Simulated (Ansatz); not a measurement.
`C[Si](C)(C)[O][Ga]([Cl])[Cl]` + H₂Se → `[Cl][Ga]([Cl])[SeH]` + trimethylsilanol  (ligand exchange at a Ga–O bond)

Gas-phase electronic energies from Ansatz, PBE0-D4/def2-TZVP geometries. CCSD(T)/CBS adds triple-zeta CCSD(T) − MP2 to the extrapolated MP2 energy (def2 sets, frozen cores). DFT in def2-TZVPP. B3LYP here is the variant with VWN-RPA as its local correlation; programs differ in this. HSE06 is defined as in plane-wave codes. For Ga, Se outer-core shells are correlated without core-valence functions, which leaves a few kJ/mol of doubt a bond. Scalar relativity is left out up to krypton. Each species was taken in one conformer, which may not be the lowest.

`C[Si](C)(C)[O][Ga]([Cl])[Cl]`:

```xyz
17

C    -0.553    2.125    0.281
Si   -0.187    0.320    0.002
C    -0.260   -0.105   -1.815
C    -1.369   -0.760    0.962
O     1.357    0.067    0.558
Ga    2.426   -1.311    0.657
Cl    4.360   -1.081    1.473
Cl    1.809   -3.224   -0.034
H    -1.560    2.379   -0.061
H    -0.483    2.377    1.342
H     0.157    2.755   -0.261
H    -0.027   -1.160   -1.983
H    -1.259    0.082   -2.221
H     0.450    0.496   -2.389
H    -1.144   -1.820    0.814
H    -1.316   -0.547    2.033
H    -2.401   -0.593    0.641
```

H₂Se:

```xyz
3

Se   -0.517    0.407    0.190
H     0.893    0.290    0.577
H    -0.377   -0.696   -0.767
```

`[Cl][Ga]([Cl])[SeH]`:

Z-matrix (Å, degrees):
```
Ga
Cl 1 2.125
Se 1 2.299 2 120.0
Cl 1 2.127 2 117.8 3 180.0
H 3 1.470 1 90.8 2 -179.9
```

`C[Si](C)(C)O`:

```xyz
15

C     0.911   -1.348    0.701
Si   -0.244    0.025    0.174
C     0.724    1.617    0.007
C    -1.103   -0.402   -1.421
O    -1.468    0.207    1.280
H     1.400   -1.118    1.652
H     1.699   -1.505   -0.042
H     0.370   -2.290    0.821
H     1.209    1.891    0.948
H     0.071    2.443   -0.287
H     1.508    1.522   -0.750
H    -0.382   -0.546   -2.230
H    -1.790    0.394   -1.717
H    -1.682   -1.323   -1.316
H    -1.222    0.432    2.178
```

```csv
level,ΔE (kcal/mol),difference from CCSD(T)/CBS
LDA (SPW92),-9.6,-1.9
PBE-D4,-9.6,-1.9
revPBE-D4,-9.0,-1.3
BLYP-D4,-7.1,0.6
r2SCAN-D4,-8.3,-0.6
B97M-V,-6.8,0.9
PBE0-D4,-9.5,-1.8
r2SCANh-D4,-8.4,-0.7
r2SCAN0-D4,-8.7,-1.0
HSE06-D4,-9.6,-1.9
BHLYP-D4,-7.0,0.7
ωB97X-V,-6.9,0.8
ωB97M-V,-7.9,-0.2
B2PLYP,-7.9,-0.2
PBE-QIDH,-8.8,-1.1
PBE,-11.0,-3.3
revPBE,-11.5,-3.8
BLYP,-9.7,-2.0
r2SCAN,-8.9,-1.2
PBE0,-10.9,-3.2
B3LYP,-9.5,-1.8
r2SCANh,-9.1,-1.4
r2SCAN0,-9.5,-1.8
HSE06,-11.0,-3.3
BHLYP,-8.8,-1.1
CAM-B3LYP,-7.7,0.0
RPA@PBE/def2-TZVPP,-5.0,2.7
HF/def2-SVP,-4.9,2.8
CCSD(T)/def2-SVP,-2.2,5.5
HF/def2-TZVPP,-7.5,0.2
MP2/def2-TZVPP,-6.8,0.9
SCS-MP2/def2-TZVPP,-5.9,1.8
CCSD/def2-TZVPP,-6.1,1.6
CCSD(T)/def2-TZVPP,-6.0,1.7
HF/def2-QZVPP,-6.9,0.8
MP2/def2-QZVPP,-7.6,0.1
SCS-MP2/def2-QZVPP,-6.6,1.1
HF/CBS(def2),-6.8,0.9
MP2/CBS(def2),-8.5,-0.8
CCSD/CBS(def2),-7.9,-0.2
CCSD(T)/CBS,-7.7,0
```

Largest T1 diagnostic among the species: 0.012.

Leaving LDA and LC-ωPBE aside and taking each functional with its dispersion term where it has one, the values, not all of them listed here, spread over 3.5 kcal/mol, from HSE06-D4 to CAM-B3LYP-D4. LDA lies +1.4 kcal/mol from PBE without D4. At CCSD(T), def2-SVP lies +5.5 kcal/mol from the extrapolated value and def2-TZVPP +1.7 kcal/mol.

CCSD(T)/CBS has its own doubt, a few kJ/mol and more with outer-core shells, so smaller differences from it don't rank the levels.
